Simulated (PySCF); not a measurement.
Ionising CdPb

r²SCAN; basis Cd def2-SVP with ECP28, Pb def2-SVP with ECP60; scalar-relativistic core potentials; PySCF 2.14. Neutral (UKS): triplet (π ↑↑), Re = 2.859 Å, ωe = 111 cm⁻¹, De = 0.65 eV, HOMO -4.12 eV, LUMO -3.32 eV.

CdPb⁺ (UKS): doublet (π ↑), Re = 2.985 Å, ωe = 103 cm⁻¹. The energies at the minima are -360.74032 hartree for CdPb and -360.50034 for CdPb⁺.

(1) Work out the adiabatic ionisation energy, without and with harmonic zero-point energies (1 hartree = 27.2114 eV, 1 eV = 8065.5 cm⁻¹), and the change of the bond length.

Spin–orbit coupling is left out, which matters for elements this heavy, above all for dissociation energies. States were picked by a PBE0 search and need not be the measured ground states.

Answers

(1) At r²SCAN: 0.23998 hartree = 6.530 eV between the minima; the zero-point term (103.0 − 111.0)/2 cm⁻¹ = -0.000 eV makes it 6.530 eV. Re changes by +12.6 pm against the neutral. The electron leaves a π orbital, and the longer bond of the ion fits a bonding orbital, or a change in how ionic the bond is.
